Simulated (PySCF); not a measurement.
Breaking a bond: SMILES C[SeH]. The C1–Se5 bond (C1 also carries H, H, H; Se5 carries H) is pulled apart rigidly from the PBE0/def2-TZVP optimised geometry. Each curve is given relative to its own lowest point near equilibrium.

```tsv
R / Å	A	B	C	D
1.57	246.5	260.4	258.1	257.9
1.66	122.7	132.4	129.5	133.6
1.74	56.4	63.0	60.2	65.4
1.82	19.1	23.1	21.0	25.3
1.89	3.8	5.5	4.4	6.9
1.95	0.0	0.0	0.0	0.4
2.00	2.0	0.5	1.6	0.0
2.07	10.8	7.0	10.0	5.3
2.16	29.4	22.5	28.6	19.5
2.25	53.7	43.1	52.9	39.2
2.44	114.1	95.6	109.2	90.0
2.60	167.7	142.4	138.6	135.4
2.90	262.7	219.1	165.3	214.2
3.20	344.3	264.4	176.1	260.1
3.52	415.9	283.0	181.2	283.6
3.89	481.3	290.2	183.8	296.3
4.29	535.0	293.0	185.1	302.4
4.78	581.9	294.4	185.8	305.4
5.28	613.6	295.0	186.1	306.5
5.79	635.0	295.2	186.2	306.9
6.87	661.3	295.4	186.3	307.0
```

Energies in kJ/mol.

Question: Which curve belongs to which method? The methods are restricted wB97X-V/cc-pVDZ run with PySCF 2.14.0; CCSD(T) on UHF/cc-pVDZ, 10 core orbitals frozen (PySCF); UHF/cc-pVDZ (PySCF); unrestricted B3LYP/6-31G*, spherical d run with PySCF.

Answer: A is RKS-wB97X-V; B is UCCSD(T); C is UHF; D is UKS-B3LYP/6-31G*.

At the longest distance RKS-wB97X-V leaves fractional charges on the fragments, a sign of delocalisation error or of the restricted form. The restricted form behind RKS-wB97X-V keeps the bonding electrons paired and can't separate into open-shell fragments. The unrestricted determinant behind UCCSD(T), UHF is spin-contaminated at 2.44 to 6.87 Å (<S²> up to 1.0, against 0.00 for a pure singlet). The unrestricted determinant behind UKS-B3LYP/6-31G* is spin-contaminated at 2.90 to 6.87 Å (<S²> up to 1.0, against 0.00 for a pure singlet).
